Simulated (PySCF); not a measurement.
FReN: from structure and modes to constants

Method: UPBE0 in PySCF with Re def2-TZVP with ECP60, N def2-TZVP, F def2-TZVP; scalar-relativistic core potentials, no spin–orbit coupling; density-fitted integrals.

The quartet minimum has Cs symmetry. Masses (u): Re 186.95575, N 14.00307, F 18.99840.

```xyz
3
charge 0 multiplicity 4, angstrom
Re   -0.0540    0.0000   -0.1121
N    -1.5622    0.0000    0.5437
F     1.6826    0.0000    0.6802
```

Harmonic wavenumbers (cm⁻¹): 192.5 (a', ×1), 622.7 (a', ×1), 1148.6 (a', ×1).

Problem. Find the principal moments of inertia and the rotational constants. What kind of rotor is it?

Solution. About the centre of mass I = 13.667, 90.122, 103.79 u Å². With B = 16.8576/I this gives 1.233, 0.1871, 0.1624 cm⁻¹. The molecule is an asymmetric top with κ = -0.95.

Problem. What is the harmonic zero-point energy?

Solution. Half the sum of all 3 wavenumbers, 1964/2 = 982 cm⁻¹, which is 11.7 kJ/mol (1 cm⁻¹ = 0.0119627 kJ/mol).

Problem. Find the vibrational entropy and heat capacity at 298.15 K.

Solution. With u = 1.43878 ω/T, each mode gives S = R[u/(eᵘ−1) − ln(1−e⁻ᵘ)] and C = R u² eᵘ/(eᵘ−1)².
```tsv
ω (cm⁻¹)	u	S (J/(mol K))	C (J/(mol K))
192.5	0.929	9.22	7.74
622.7	3.005	1.72	4.12
1148.6	5.543	0.21	1.01
```
The sums over all modes are S = 11.2 and C = 12.9 J/(mol K); the softest mode gives 83 % of the entropy.

Problem. Give the standard entropy (298.15 K, 1 bar) by its translational, rotational, vibrational and spin parts, and Cp.

Solution. Sackur–Tetrode with M = 219.96 u gives 176.1; rotation with symmetry number 1 gives 97.4; vibration 11.2; spin R ln 4 = 11.5. The total is 296.2 J/(mol K), and Cp = 4 R + 12.9 = 46.1 J/(mol K).

Only a few start shapes were tried, so a lower isomer may exist. Open d and f shells are described by one determinant, and the ground state may have another occupation or spin. With an element this heavy the missing spin–orbit coupling can shift these numbers.
